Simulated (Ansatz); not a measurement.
System: sum formula ZnHS, net charge 0, doublet state. The spin state was set by rule; other spins were not relaxed. 
Coordinates optimised at B3LYP-D3(BJ)/def2-TZVP (Ansatz, a quantum-chemistry and plane-wave program):
```
S
H 1 1.3462
Zn 1 2.2848 2 91.44
```
Charge 0, spin multiplicity 2.

Parts of the frozen-core correlation energy in def2-SVPD (Ansatz, hartree). Frozen orbitals: 14; correlated occupied orbitals by spin: 10 and 9; virtual: 45 and 46. UHF or UKS for open shells. No spin-orbit coupling. Non-relativistic.

| term | value |
|---|---|
| reference (HF) | -2175.57058 |
| MP2 opposite-spin | -0.28588 |
| MP2 same-spin | -0.14331 |
| CCSD correlation | -0.42669 |
| (T) | -0.01368 |
| T1 diagnostic | 0.016 |
| largest doubles amplitude | 0.032 |
| <S^2> of the reference | 0.758 |
